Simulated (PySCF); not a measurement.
# Frontier orbitals and the lowest excitations

C₄H₁₀O₃Si.
Structure used (GFN2-xTB), in Å, numbered top down from 1:
```xyz
18
C4H10O3Si angstrom
C     -3.036    0.959    0.426
O     -1.911    0.136    0.273
C     -1.562   -0.089   -1.078
Si    -0.040   -1.227   -1.040
O      1.173   -0.187   -0.598
C      2.419   -0.598   -0.371
C      3.321    0.526    0.053
O      2.751   -1.743   -0.503
H     -2.867    1.951   -0.015
H     -3.920    0.513   -0.048
H     -3.211    1.063    1.495
H     -2.393   -0.574   -1.606
H     -1.374    0.868   -1.584
H     -0.204   -2.263   -0.031
H      0.261   -1.749   -2.374
H      2.902    1.008    0.934
H      3.368    1.266   -0.743
H      4.315    0.147    0.268
```

Computed, not measured: PySCF 2.14.0, density-fitted response routines, TDDFT PBE0/def2-SVPD, vertical, gas phase, core orbitals frozen in the response.

Kohn–Sham orbitals with the atoms that hold most of them (Löwdin shares over 4%, at most four atoms; ? is withheld):

```tsv
orbital	ε (eV)	atoms
LUMO+2	0.56	Si4 22%, C1 14%, C3 14%, H12 10%
LUMO+1	0.47	Si4 25%, C6 12%, C7 11%, O5 9%
LUMO	?	?
HOMO	-7.71	O2 60%, C1 10%, C3 10%, H10 5%
HOMO-1	-8.15	?
HOMO-2	-8.69	C3 27%, O2 26%, Si4 17%, H15 5%
HOMO-3	-9.12	O5 32%, O8 20%, Si4 17%, H14 11%
```

Which atoms hold the HOMO-1, and with what shares?

O8 (bonded to C) 67%; O5 (bonded to C and Si) 11%; C7 (bonded to C and 3 H) 8%; C6 (bonded to C and 2 O) 8%. By element: oxygen 78% or more, carbon 16% or more.

Which atoms hold the LUMO, and with what shares?

C6 (bonded to C and 2 O) 37%; O8 (bonded to C) 29%; O5 (bonded to C and Si) 12%; C7 (bonded to C and 3 H) 8%. By element: carbon 45% or more, oxygen 41% or more.

What is the LUMO energy, and the HOMO–LUMO gap?

ε(LUMO) = 0.06 eV; the gap is 7.77 eV (0.2856 hartree).

How does S1 compare with the orbital gap of 7.77 eV?

S1 is at 5.87 eV (f = 0.0009), 1.90 eV below the gap, made of HOMO-1→LUMO (97%). Its leading pair isn't HOMO and LUMO; the energies of that pair differ by 8.22 eV. Without the coupling terms of the response equations the lowest excitation would equal the gap.

One configuration dominates each of S1, S4 and S5. Which, and how do the shares of the two leading atoms of either orbital change from the occupied to the empty one?

- S1 (5.87 eV, f 0.0009), HOMO-1→LUMO (97%): O8 67% → 29%, O5 11% → 12%, C6 8% → 37%; low, almost dark, from the terminal oxygen into the C=O bond, the pattern of n→π*
- S4 (7.17 eV, f 0.0057), HOMO→LUMO+1 (88%): O2 60% → at most 10%, C1 10% → at most 10%, Si4 at most 5% → 25%, C6 at most 5% → 12%
- S5 (7.43 eV, f 0.028), HOMO-1→LUMO+1 (95%): O8 67% → at most 10%, O5 11% → 9%, Si4 at most 7% → 25%, C6 8% → 12%

One conformer stands for the species.
